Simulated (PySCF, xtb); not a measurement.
cyclopentasilane (H10Si5), SMILES [SiH2]1[SiH2][SiH2][SiH2][SiH2]1.

Coordinates come from a PBE0-D3(BJ)/def2-SVP optimisation.

Computed with C-PCM-ωB97X/def2-SVP (PySCF 2.14.0).

The values are the electrostatic part of the solvation free energy, E(continuum) − E(gas) at the gas-phase geometry, in a cavity of scaled van der Waals radii (PySCF's table); cavitation and dispersion terms are not included. In vacuum the orbital gap is 10.92 eV. The dipole moment in vacuum is 0.09 D.

Question: Estimate the values in water (ε = 78.36), benzene (ε = 2.27), n-hexane (ε = 1.88). (An estimate is asked for; the answer gives what the named calculation found.)

Answer: 
| solvent | ε | ΔG(elec) (kcal/mol) | dipole (D) | gap (eV) |
|---|---|---|---|---|
| water | 78.36 | -0.5 | 0.13 | 10.94 |
| benzene | 2.27 | -0.2 | 0.11 | 10.93 |
| n-hexane | 1.88 | -0.2 | 0.11 | 10.93 |

For comparison, GFN2-xTB/ALPB(water) (xtb, at the GFN2-xTB geometry, all terms of that model) gives -1.5 kcal/mol.
